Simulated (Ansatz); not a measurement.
Relaxation of F₃H₅OSi₂ (11 atoms, charge 0, multiplicity 1), to a largest force component of 0.03 eV/Å in at most 50 steps.

Theory: Ansatz 0.2.0, RKS PBE/6-31G*.

```xyz
11
Properties=species:S:1:pos:R:3:forces:R:3
Si -0.548 -1.575 -0.264 1.69 -0.32 0.01
Si 0.241 1.841 0.151 -0.35 1.08 -0.17
F -1.044 -2.960 -0.886 0.01 0.04 0.01
F -1.156 -1.417 1.210 0.04 0.01 -0.08
F -1.146 -0.422 -1.204 0.03 -0.05 0.03
H 0.803 0.549 0.498 0.31 -0.47 0.33
O 1.161 -1.577 -0.243 -1.79 -0.32 -0.09
H 1.019 2.907 0.867 -0.03 -0.01 -0.01
H 0.359 2.030 -1.326 0.01 0.05 0.00
H -1.196 1.904 0.576 0.07 0.02 0.00
H 1.508 -1.279 0.621 0.00 -0.02 -0.04
```

Task: Where does it end, and by what steps?

Result: The forces met the threshold. The force dipped under the threshold on the way, but the program's further checks kept it going. After 17 steps the energy has fallen by 0.307 eV; F4 moved furthest, 1.13 Å.

```json
{"step": "0", "energy less start (eV)": "0.0000", "largest force component (eV/Å)": "1.791", "accepted": "yes"}
{"step": "1", "energy less start (eV)": "-0.1871", "largest force component (eV/Å)": "1.193", "accepted": "yes"}
{"step": "2", "energy less start (eV)": "-0.2407", "largest force component (eV/Å)": "0.409", "accepted": "yes"}
{"step": "3", "energy less start (eV)": "-0.2379", "largest force component (eV/Å)": "0.445", "accepted": "no"}
{"step": "4", "energy less start (eV)": "-0.2628", "largest force component (eV/Å)": "0.265", "accepted": "yes"}
{"step": "5", "energy less start (eV)": "-0.2701", "largest force component (eV/Å)": "0.258", "accepted": "yes"}
{"step": "6", "energy less start (eV)": "-0.2715", "largest force component (eV/Å)": "0.269", "accepted": "yes"}
{"step": "7", "energy less start (eV)": "-0.2727", "largest force component (eV/Å)": "0.614", "accepted": "yes"}
{"step": "8", "energy less start (eV)": "-0.2944", "largest force component (eV/Å)": "0.135", "accepted": "yes"}
{"step": "9", "energy less start (eV)": "-0.2946", "largest force component (eV/Å)": "0.134", "accepted": "yes"}
{"step": "10", "energy less start (eV)": "-0.2992", "largest force component (eV/Å)": "0.306", "accepted": "yes"}
{"step": "11", "energy less start (eV)": "-0.3018", "largest force component (eV/Å)": "0.107", "accepted": "yes"}
{"step": "12", "energy less start (eV)": "-0.3024", "largest force component (eV/Å)": "0.091", "accepted": "yes"}
{"step": "13", "energy less start (eV)": "-0.3045", "largest force component (eV/Å)": "0.040", "accepted": "yes"}
{"step": "14", "energy less start (eV)": "-0.3051", "largest force component (eV/Å)": "0.022", "accepted": "yes"}
{"step": "15", "energy less start (eV)": "-0.3052", "largest force component (eV/Å)": "0.121", "accepted": "yes"}
{"step": "16", "energy less start (eV)": "-0.3063", "largest force component (eV/Å)": "0.068", "accepted": "yes"}
{"step": "17", "energy less start (eV)": "-0.3071", "largest force component (eV/Å)": "0.029", "accepted": "yes"}
```

```xyz
11
Properties=species:S:1:pos:R:3
Si -0.654 -1.971 -0.228
Si 0.416 2.166 0.147
F -0.854 -3.050 -1.385
F -1.383 -2.517 1.089
F -1.400 -0.609 -0.639
H 1.036 1.023 0.909
O 0.952 -1.740 -0.021
H 1.157 3.412 0.518
H 0.549 1.900 -1.318
H -1.022 2.275 0.538
H 1.202 -0.888 0.389
```

Run time: 36 s on 2 threads of Arm Neoverse V2, with other jobs on the host, peak memory 0.15 GiB.
